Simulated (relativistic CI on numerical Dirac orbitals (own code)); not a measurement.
# From line strength to rate: Sb 2068.34 Å (air)

Problem. For 5s²5p³ ⁴S°3/2 – 5s²5p²6s ⁴P5/2 of Sb a semi-empirical relativistic CI calculation gives the line strength S = 4.943 e²a₀² in the length gauge. The measured levels are 0.00 and 48332.42 cm⁻¹ (NIST Handbook). Find gf, f, A and the partial lifetime.

Working.
1. σ = 48332.42 − 0.00 = 48332.42 cm⁻¹, so the vacuum wavelength is 10⁸/σ = 2069.00 Å.
2. gf = 303.756 S/λ(Å) = 0.7257, log gf = -0.139; with g = 4 for the lower level, f = 0.181.
3. A = 2.02613 × 10¹⁸ S/(g_u λ³) with g_u = 6: A = 1.88 × 10^8 s⁻¹.
4. The partial lifetime for this S is 1/A = 5.31 ns; in the calculation this line carries 91 % of the decay of the upper level.

Check. The Handbook lists A = 1.81 × 10^8 s⁻¹, a tabulated value with its own uncertainty (a few per cent for the best lines, 25 % or more for others); ours lies 4 % above it. The velocity form of the same calculation gives S = 3.72, and the gap between the two forms is a rough gauge of the error in S. With the computed energy (48582 cm⁻¹) in place of the measured one the rate would change by the factor (σ_calc/σ)³ = 1.02.
